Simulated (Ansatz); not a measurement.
Coupled-cluster run, `O[Si]1(F)[AlH][SiH2]1`.

```yaml
crystal:
  periodic: [false, false, false]
  atoms:
    - {symbol: O, position_ang: [-0.911874, 0.792509, 1.954028]}
    - {symbol: Si, position_ang: [0.090626, 0.643934, 0.662835]}
    - {symbol: F, position_ang: [0.961812, 1.997296, 0.656406]}
    - {symbol: Al, position_ang: [0.736458, -1.590662, -0.019832]}
    - {symbol: Si, position_ang: [-0.758930, -0.273726, -1.277274]}
    - {symbol: H, position_ang: [-1.092181, 1.682363, 2.264575]}
    - {symbol: H, position_ang: [1.661734, -2.880552, -0.060475]}
    - {symbol: H, position_ang: [-1.393308, -0.008825, -2.613399]}
    - {symbol: H, position_ang: [0.794065, -0.408637, -1.583863]}
basis:
  gaussian: {orbitals: def2-SVP}
correlation: {method: ccsd_t}
```

```sh
$ ansatz run in.yaml --threads 4 --pin off --events-out ev --progress --plain
```

The program prints (abridged):

```
Functional definition: HF
953 factors; integrals over basis functions are off by at most 1.2e-3 eV
mean field evaluation 1: about -27100.1258 eV, gradient 3.9e1 eV
mean field evaluation 2: about -27100.1294 eV, gradient 3.9e1 eV
mean field evaluation 4: about -27103.5274 eV, gradient 3.0e0 eV
mean field evaluation 8: about -27103.5925 eV, gradient 2.8e-1 eV
mean field evaluation 16: about -27103.5220 eV, gradient 3.0e0 eV
mean field -27103.59330372 eV, -996.0386824364 hartree, gradient 3.2e-6 eV, S^2 0.000000; 0 other end points of the search recorded, 0 dependent functions left out
17 core orbitals not correlated: weight in the atoms' cores, before any rotation towards them, 1.000 or more for the frozen orbitals, at most 0.000 for the correlated occupied ones
reference -27103.59330372 eV, -996.0386824364 hartree; 14, 14 occupied and 71, 71 virtual orbitals, 953 factors
second order -16.94369130 eV of doubles, -0.00000000 eV of singles
cycle   1  -17.53316829 eV  change   -5.9e-1 eV  update   1.1e-1
cycle   2  -18.01728287 eV  change   -4.8e-1 eV  update   3.5e-2
cycle   3  -18.13306058 eV  change   -1.2e-1 eV  update   1.9e-2
cycle   4  -18.12771906 eV  change    5.3e-3 eV  update   4.8e-3
cycle   5  -18.12482836 eV  change    2.9e-3 eV  update   2.2e-3
cycle   6  -18.12481891 eV  change    9.5e-6 eV  update   7.9e-4
cycle   7  -18.12458644 eV  change    2.3e-4 eV  update   3.5e-4
cycle   8  -18.12449100 eV  change    9.5e-5 eV  update   1.5e-4
cycle   9  -18.12455502 eV  change   -6.4e-5 eV  update   6.8e-5
cycle  10  -18.12457081 eV  change   -1.6e-5 eV  update   2.7e-5
perturbative correction -0.49867291 eV, -0.0183258915 hartree
Total energy: -27122.21654745 eV, -996.7230740201 hartree
```

It took 2.7 s on 4 threads of a server CPU on a shared host, with 0.37 GiB of host memory at the peak.

The correlation energy is -18.623 eV, 2.7 % of it from (T); the T1 diagnostic reads 0.0152.
